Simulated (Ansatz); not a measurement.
CH3Cl3Si, charge +1, doublet, at a GFN2-xTB geometry (a state made from the parent by changing its charge; the spin is typed, not shown lowest); B3LYP/3-21G in Ansatz (an electronic-structure program).

Ansatz was given this input:
Ansatz 0.2 input:
```yaml
crystal:
  periodic: [false, false, false]
  atoms:
    - {symbol: C, position_ang: [-2.00424668, -0.41392756, 0.05397322]}
    - {symbol: Si, position_ang: [-0.02869839, -0.00592694, 0.00077283]}
    - {symbol: Cl, position_ang: [0.61613008, -1.24640386, -1.42202929]}
    - {symbol: Cl, position_ang: [-0.01476030, 1.93265254, -0.46898025]}
    - {symbol: Cl, position_ang: [0.54014561, -0.45049691, 1.86026918]}
    - {symbol: H, position_ang: [-2.11676567, -1.46265474, 0.30566865]}
    - {symbol: H, position_ang: [-2.45099666, 0.22153514, 0.81057179]}
    - {symbol: H, position_ang: [-2.41074186, -0.20011778, -0.92831332]}
basis:
  gaussian:
    orbitals: 3-21G.json
hamiltonian:
  xc: b3lyp
total_charge: 1
magnetization: {spin_polarized: true, initial_magnetization: 1}
scf: {lower_state_search: full}
```
The basis file holds 3-21G in the JSON format of the Basis Set Exchange.

What the program printed (banner, timings and long lists left out):

```
Functional definition: B3LYP
748 factors; integrals over basis functions are off by at most 1.0e-3 eV
mean field evaluation 1: about -46288.9853 eV, gradient 3.6e1 eV
mean field evaluation 2: about -46289.0297 eV, gradient 3.6e1 eV
mean field evaluation 4: about -46296.4109 eV, gradient 5.0e0 eV
mean field evaluation 8: about -46296.5725 eV, gradient 4.1e-1 eV
mean field evaluation 16: about -46296.5746 eV, gradient 1.3e-4 eV
mean field evaluation 32: about -46295.4416 eV, gradient 5.7e-1 eV
mean field evaluation 64: about -45850.1167 eV, gradient 2.2e2 eV
mean field evaluation 96: about -46296.5744 eV, gradient 1.4e-1 eV
mean field -46296.57455707 eV, -1701.3677340272 hartree, gradient 9.1e-6 eV, S^2 0.753521; 11 other end points of the search recorded, 0 dependent functions left out
reference -46296.57480323 eV, -1701.3677430732 hartree; 37, 36 occupied and 30, 31 virtual orbitals, 748 factors
Total energy: -46296.57480323 eV, -1701.3677430732 hartree
```
